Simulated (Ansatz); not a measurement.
Stepwise reaction of `C#C[SiH2]C#C` with ammonia, as a gas-phase model of exchange steps in deposition or etching. ΔE in kJ/mol; ΔG adds harmonic PBE0-D4 terms to CCSD(T)/CBS, at 1 bar.

Gas-phase electronic energies from Ansatz, PBE0-D4/def2-TZVP geometries. CBS: MP2 limit from def2 TZ/QZ plus the TZ coupled-cluster correction, frozen cores. This one scheme is used for every species. Functionals use def2-TZVPP. B3LYP here is the variant with VWN-RPA as its local correlation; programs differ in this. Each species was taken in one conformer, which may not be the lowest.

```csv
step,reaction,PBE-D4,B3LYP-D4,ωB97M-V,CCSD(T)/CBS,ΔG(500 K)
1,`C#C[SiH2]C#C` + NH₃ → `C#C[SiH2]N` + `C#C`,-9.1,-14.3,-17.6,-13.7,-16.1
2,`C#C[SiH2]N` + NH₃ → `N[SiH2]N` + `C#C`,-12.0,-18.1,-20.8,-19.0,-13.7
```

(1) By hand: ΔE of the 2 steps together at CCSD(T)/CBS.

Results:

(1) (-13.7) + (-19.0) = -32.7 kJ/mol, or -16.4 kJ/mol a step.

In ΔE each step is lower than the one before. All are downhill at CCSD(T)/CBS. ΔG lies between -16.1 and -13.7 kJ/mol a step. PBE-D4 differs from CCSD(T)/CBS by 4.6 to 7.0 kJ/mol a step. Isolated molecules leave out the surface, adducts and barriers. Largest T1 diagnostic: 0.013.
